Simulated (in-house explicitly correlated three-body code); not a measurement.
Results of a calculation; reference values are marked as such.
Taking the two-electron ground state apart, Z = 1.58

A variational code in 260 exponentially correlated functions gives, for two electrons around a point charge Z = 1.58 (non-relativistic, fixed nucleus, atomic units): E = -1.6618435, <1/r> = 1.268523 per electron, <1/r12> = 0.684846. From its density, U = 1.520484 (Hartree energy) and T_s = 1.627616 (kinetic energy of the doubly filled orbital √(n/2)). Further, <r²> = 2.24208 per electron, <r12²> = 4.76983 and <p1·p2> = 0.105615.

Check the virial theorem, and compare with the screened hydrogenic estimate.

V = −2Z<1/r> + <1/r12> = -4.008533 + 0.684846 = -3.323687, and 2E = -3.323687, so T = −E = 1.661844. A product of 1s orbitals with exponent Z − 5/16 = 1.2675 gives −1.2675² = -1.60656, which is 55.3 millihartree too high.

Find the exchange and correlation energies of density-functional theory.

For two electrons in one orbital E_x = −U/2 = -0.760242. The potential part of correlation is U_c = <1/r12> − U − E_x = -0.075396, the kinetic part T_c = T − T_s = 0.034228, and E_c = T_c + U_c = -0.041168 hartree. Restricted Hartree-Fock gives -1.620831, so the correlation energy of wave-function theory is -0.041012.

What do the second moments say about angular correlation and diamagnetism?

From r12² = r1² + r2² − 2 r1·r2, <r1·r2> = <r²> − <r12²>/2 = -0.14283 bohr². It vanishes for a product of s orbitals, and its negative sign shows that the electrons favour opposite sides of the nucleus. The Langevin susceptibility is −0.79199e-6 × 2<r²> = -3.551e-6 cm³/mol.

How does a model nuclear mass of 3.2 u change the ionisation energy, to first order in m/M (1 hartree = 27.211386 eV)?

m/M = 1/(3.2 × 1822.8885) = 1.71431e-04. With a fixed nucleus the second electron is bound by −Z²/2 − E = 0.413643 hartree = 11.2558 eV. The reduced mass scales this by 1 − m/M, a change of -1.930 meV. The mass-polarisation term raises the two-electron state by (m/M)<p1·p2> = 18.11 microhartree, a further -0.493 meV. The sum is 11.2534 eV, before relativistic and QED terms.
